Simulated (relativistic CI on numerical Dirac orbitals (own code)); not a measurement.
Ru⁷⁺: M2,3 absorption edge

Computed with this model: Dirac-Coulomb-Breit CI, KLI orbitals optimised for each configuration, a model potential for QED, multiplet model of core-to-valence dipole absorption, unscaled Slater integrals; configurations [Kr] 4d → [Ne] 3s2 3p5 3d10 4s2 4p6 4d2; 300 K; Lorentzian 1.2 eV and Gaussian 0.4 eV FWHM. Energies are those of the free ion, without screening or charge transfer. The branching ratio is the share of the lower-energy edge in the whole absorption, uncertain by about 0.02 where the edges overlap. S is read from ⟨S²⟩ = S(S + 1).

Field parameters in Wybourne normalisation: Oh B⁴₀ = 21Dq, B⁴₄ = √(5/14) B⁴₀. The field is a parameter set, without covalency.

free ion: ground-state S = 0.50, centroid 484.12 eV, branching ratio 0.761. Peaks (eV, height): 477.8 (68), 479.5 (100), 499.8 (33), 501.8 (22).

Oh, 10Dq = 8500 cm⁻¹: ground-state S = 0.50, centroid 484.56 eV, branching ratio 0.744. Peaks (eV, height): 478.8 (100), 479.5 (100), 499.5 (35), 501.8 (26).

Oh, 10Dq = 19250 cm⁻¹: ground-state S = 0.50, centroid 484.79 eV, branching ratio 0.737. Peaks (eV, height): 478.8 (100), 499.0 (34), 501.2 (31), 503.2 (23).

Oh, 10Dq = 29950 cm⁻¹: ground-state S = 0.50, centroid 484.91 eV, branching ratio 0.735. Peaks (eV, height): 476.5 (77), 477.8 (82), 479.5 (100), 481.0 (89), 498.5 (45), 500.8 (29), 502.0 (29), 504.0 (30).

Oh, 10Dq = 40650 cm⁻¹: ground-state S = 0.50, centroid 485.00 eV, branching ratio 0.734. Peaks (eV, height): 476.0 (91), 477.0 (95), 480.5 (100), 482.0 (94), 498.0 (51), 500.0 (28), 502.8 (36), 504.8 (34).

The statistical ratio of this edge is 2/3 = 0.667. Values above it arise where the holes sit mainly in the j = l + 1/2 valence subshell or the ground state has high spin; values below it where core-valence Coulomb terms move weight to the upper edge, as in nearly empty shells.

Strongest unbroadened transitions for Oh, 10Dq = 40650 cm⁻¹:

```tsv
Energy (eV)	Relative strength
475.05	41.0
475.52	28.0
475.74	53.8
476.18	25.0
476.59	51.8
477.26	100.0
478.01	20.4
478.17	25.3
480.15	25.5
480.26	49.4
480.41	28.4
480.60	45.2
481.63	36.1
481.93	43.6
482.17	32.2
482.68	29.4
498.08	55.2
500.19	32.8
```
